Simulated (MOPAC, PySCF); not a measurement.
C₃H₅N, SMILES `C1CC1=N`, neutral singlet in the gas phase. 

Cartesian coordinates (Å):
```xyz
9

N      1.7061     0.2823     0.7722
C      0.5746     0.0640     0.2747
C     -0.5769     0.4813    -0.5328
C     -0.5026    -0.9085     0.1613
H      2.0424     1.2128     0.5123
H     -1.2658     1.2111    -0.1237
H     -0.4764     0.5103    -1.6116
H     -1.1453    -1.0762     1.0177
H     -0.3560    -1.7770    -0.4701
```
Charge 0, spin multiplicity 1.

All levels are single points at this geometry (B3LYP-D3(BJ)/def2-TZVP); Pople sets use spherical d functions. Orbital energies aren't observables, and empty levels follow the basis.

```csv
level,HOMO (eV),LUMO (eV),gap (eV),dipole (D),"vertical IE, Delta-SCF (eV)"
B3LYP-D3(BJ)/def2-TZVP in PySCF,-6.88,-0.55,6.33,2.32,–
PBE-D3(BJ)/def2-TZVP in PySCF,-5.68,-1.39,4.29,2.22,–
B3LYP/3-21G in PySCF,-6.27,0.10,6.37,2.14,–
B3LYP/6-311+G** in PySCF,-6.93,-0.66,6.27,2.43,–
B3LYP/6-31G* in PySCF,-6.54,-0.12,6.43,2.23,9.26
BP86/6-31G* in PySCF,-5.44,-1.08,4.36,2.17,–
SVWN5/6-31G* in PySCF,-5.37,-1.15,4.22,2.21,9.16
HF/3-21G in PySCF,-10.21,4.48,14.68,2.46,–
HF/6-31G* in PySCF,-10.39,4.30,14.69,2.54,8.50
AM1 in MOPAC,-10.33,1.10,11.43,1.99,–
PM3 in MOPAC,-9.95,0.90,10.84,1.85,–
PM6 in MOPAC,-10.18,0.80,10.98,2.34,–
PM7 in MOPAC,-10.38,0.61,10.99,2.44,–
```
